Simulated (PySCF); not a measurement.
Geometry (Å), atoms numbered from 1 in this order:
```xyz
37

Si    0.580    0.797    0.297
C     0.299    1.185    2.113
C     1.303    1.430    2.964
H    -0.724    1.281    2.499
H     2.351    1.371    2.649
H     1.126    1.701    4.012
C     2.414    0.509    0.023
C     3.242    1.420   -0.500
H     2.838   -0.454    0.342
H     2.874    2.398   -0.832
H     4.317    1.239   -0.620
C     0.070    2.316   -0.690
C    -0.133    3.528   -0.161
H    -0.077    2.201   -1.774
H    -0.005    3.711    0.912
H    -0.435    4.391   -0.766
N    -0.259   -0.645   -0.220
C     0.200   -1.279   -1.456
C     0.536   -2.755   -1.256
C    -0.755   -1.069   -2.631
C    -1.526   -1.118    0.332
C    -1.349   -1.789    1.693
C    -2.600   -0.032    0.359
H     1.145   -0.774   -1.725
H    -0.357   -3.339   -0.982
H     0.947   -3.195   -2.178
H     1.278   -2.873   -0.453
H    -1.728   -1.557   -2.458
H    -0.943    0.003   -2.795
H    -0.338   -1.493   -3.558
H    -1.896   -1.899   -0.353
H    -0.974   -1.079    2.445
H    -0.619   -2.609    1.622
H    -2.302   -2.203    2.060
H    -3.559   -0.431    0.726
H    -2.317    0.804    1.016
H    -2.757    0.382   -0.647
```

Isolated molecule, no relativistic terms, rapidly exchanging positions averaged, a single conformation. PBE0-D3(BJ)/def2-SVP geometry; σ from GIAO-B3LYP/pcSseg-1; PySCF.

Referencing at the same level of theory: TMS for ¹³C, ¹H, ²⁹Si; ¹⁵N against NH3.

```tsv
atoms	nucleus	count	δ (ppm)
C3/C8/C13	¹³C	3	144.2
C18/C21	¹³C	2	48.7
Si1	²⁹Si	1	-18.5
N17	¹⁵N	1	73.9
C2/C7/C12	¹³C	3	147.3
H25/H26/H27/H28/H29/H30/H32/H33/H34/H35/H36/H37	¹H	12	?
H4/H9/H14	¹H	3	6.39
H5/H6/H10/H11/H15/H16	¹H	6	?
C19/C20/C22/C23	¹³C	4	26.1
H24/H31	¹H	2	?
```

Complete the table.

Answers


- H5/H6/H10/H11/H15/H16: 6.11 ppm, hydrogen on a carbon bonded to C
- H24/H31: 3.05 ppm, hydrogen on a carbon bonded to 2 C, N
- H25/H26/H27/H28/H29/H30/H32/H33/H34/H35/H36/H37: 1.14 ppm, hydrogen on a carbon bonded to C

Shifts are as computed. Against solution values, carbons near 30 ppm lie about +2 ppm off and those near 130 ppm about +6 ppm. Of 1313 compounds with measured shifts, 239 miss one by over three times the rms of a fit or turn the order of signals round; such compounds aren't used in these exercises. Experimental scales use liquid or dissolved standards, which lie at an offset from isolated NH3 (liquid NH3: subtract about 20 ppm).
